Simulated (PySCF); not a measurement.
A species of formula C6H7FO2Si has this rotational fingerprint, computed with PBE0/pcSseg-1 in PySCF (dipole) on a GFN2-xTB geometry, gas phase:

- Rotational constants: A = 3283, B = 363.7, C = 362.0 MHz
- Dipole components: |μa| = 1.22 D, |μb| = 0.92 D, |μc| = 0.53 D
- Inertial defect: -147.32 u·Å²
- κ: -1.00

Question: Which structure is it? (One computed conformer of each.)
A. `[O:1]=[C:2]([OH:3])[C:4]#[C:5][CH2:6][Si@@H:7]1[CH2:8][C@@H:9]1[F:10]` with O1–C2–O3–H 0°, C5–C6–Si7–C8 -99°
B. `[CH3:1][C:2]#[C:3][C:4]1=[C:5]([O:6][SiH2:7][OH:8])[C@H:9]1[F:10]` with C4–C5–O6–Si7 167°, C5–O6–Si7–O8 177°, O6–Si7–O8–H 22°

Answer: A. It is O=C(O)C#CC[Si@@H]1C[C@@H]1F, a near-prolate asymmetric top, point group C1. The candidates at the same level (rigid rotor, commonest isotopes):

| SMILES | A (MHz) | B (MHz) | C (MHz) | μa (D) | μb (D) | μc (D) | Δ (u·Å²) | point group | rotor |
| --- | --- | --- | --- | --- | --- | --- | --- | --- | --- |
| CC#CC1=C(O[SiH2]O)[C@H]1F | 2142 | 451.2 | 382.4 | 0.99 | 2.14 | 0.39 | -34.31 | C1 | near-prolate asymmetric top |
| O=C(O)C#CC[Si@@H]1C[C@@H]1F | 3283 | 363.7 | 362.0 | 1.22 | 0.92 | 0.53 | -147.32 | C1 | near-prolate asymmetric top |

`CC#CC1=C(O[SiH2]O)[C@H]1F` has A 35 % too low. No structure here is proved a minimum.
